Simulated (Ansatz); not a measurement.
Calculated with Ansatz (gas phase, PBE0-D4/def2-TZVP geometries, no zero-point term in ΔE). CBS: MP2 limit from def2 TZ/QZ plus the TZ coupled-cluster correction, frozen cores. DFT in def2-TZVPP. For Ge outer-core shells are correlated without core-valence functions, which leaves a few kJ/mol of doubt a bond. Scalar relativity is left out up to krypton. One conformer a species, not always the lowest.

`C=C=C([SiH3])BF` + `[SiH3][O][GeH3]` → `FB[O][GeH3]` + `C=C=C([SiH3])[SiH3]`  (redistribution)

(1) Is it downhill or uphill in electronic energy at CCSD(T)/CBS, and by how much? (Estimate.)

(2) What do these levels give: PBE0-D4, ωB97X-V, ωB97M-V, B2PLYP, PBE, PBE0, MP2/def2-TZVPP, CCSD/def2-TZVPP, HF/def2-QZVPP, MP2/def2-QZVPP, HF/CBS(def2), MP2/CBS(def2)? (Best estimate.)

Largest T1 diagnostic among the species: 0.014.

## Answers

(1) Computed: Downhill: ΔE = -0.33 eV.

(2) Computed: PBE0-D4 -0.38, ωB97X-V -0.32, ωB97M-V -0.34, B2PLYP -0.32, PBE -0.39, PBE0 -0.37, MP2/def2-TZVPP -0.35, CCSD/def2-TZVPP -0.33, HF/def2-QZVPP -0.20, MP2/def2-QZVPP -0.33, HF/CBS(def2) -0.20, MP2/CBS(def2) -0.33 eV.

In def2-TZVPP, CCSD(T) changes the Hartree–Fock value by −0.14 eV (the triples alone add −0.02 eV) and MP2 by −0.14 eV.
